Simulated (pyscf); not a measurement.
Structures and frequencies: ωB97X-D3(BJ)/def2-SVP in PySCF. MP2 and CC: frozen core, UHF for open shells. ΔMP2 is the change of the MP2 total energy from the triple- to the quadruple-zeta basis. Singlets are restricted, triplets unrestricted.

Singlet (Å):
```xyz
3

F      0.8403     1.8413     0.3874
Si     1.1233     0.5878    -0.6268
H      0.1367    -0.4011     0.0216
```

Triplet (Å):
```xyz
3

F      0.7133     0.0571     1.0437
Si    -0.8924    -0.2222     0.8842
H     -1.2527    -1.1749    -0.2175
```

### Question
For these two minima of `[F][SiH]`, which spin state lies lower at CCSD(T)/def2-TZVPP + ΔMP2(QZVPP), and by how much (electronic energies)?

### Answer
The singlet, by 164.3 kJ/mol. Zero-point energy shifts E(triplet) − E(singlet) by -0.5 kJ/mol. 

E(triplet) − E(singlet) by level (kJ/mol):

```tsv
level	gap
ωB97X-D3(BJ)/def2-TZVP	+166.6
PBE/def2-TZVP	+143.5
r²SCAN/def2-TZVP	+120.9
B3LYP-D3(BJ)/def2-TZVP	+160.7
PBE0-D3(BJ)/def2-TZVP	+138.6
M06-2X/def2-TZVP	+155.7
ωB97M-D3(BJ)/def2-TZVP	+182.6
HF/def2-TZVP	+88.5
MP2/def2-QZVPP	+150.4
CCSD/def2-TZVPP	+159.4
CCSD(T)/def2-TZVPP	+161.5
CCSD(T)/def2-TZVPP + ΔMP2(QZVPP)	+164.3
```

The triplet is the lowest one reached from the SCF start used. The CCSD(T) − MP2 part came from Ansatz, without density fitting, on the same reference.
